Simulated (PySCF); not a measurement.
Si(H)2(Cl)2 anion (Cl2H2Si), SMILES Cl[SiH2]Cl (connectivity only; charge and spin as stated), charge -1, multiplicity 2. Atoms are numbered in the order given.

```xyz
5

Si     0.0000     0.0000    -0.1721
Cl    -2.3249     0.0000     0.1323
Cl     2.3249     0.0000     0.1323
H      0.0000     1.2133    -1.0439
H      0.0000    -1.2133    -1.0439
```
Charge -1, spin multiplicity 2.

Coordinates come from a TPSSh-D3(BJ)/def2-SVPD optimisation. The multiplicity is an assumed one; other spin states were not compared. The isomer is the one that the SMILES or the coordinates give; other isomers of the formula were not compared.

Calculation: PBE/def2-TZVPD run with PySCF.

Mulliken values depend strongly on the basis, most of all with diffuse functions as here. ESP charges are fitted to the potential on shells at 1.4 to 2.0 van der Waals radii. Atomic charges (e):

| atom | meta-Löwdin | Mulliken | ESP fit | Mulliken spin |
|---|---|---|---|---|
| Si1 | 0.27 | 0.09 | 0.12 | 0.75 |
| Cl2 | -0.53 | -0.50 | -0.51 | 0.09 |
| Cl3 | -0.53 | -0.50 | -0.51 | 0.09 |
| H4 | -0.11 | -0.05 | -0.05 | 0.03 |
| H5 | -0.11 | -0.05 | -0.05 | 0.03 |
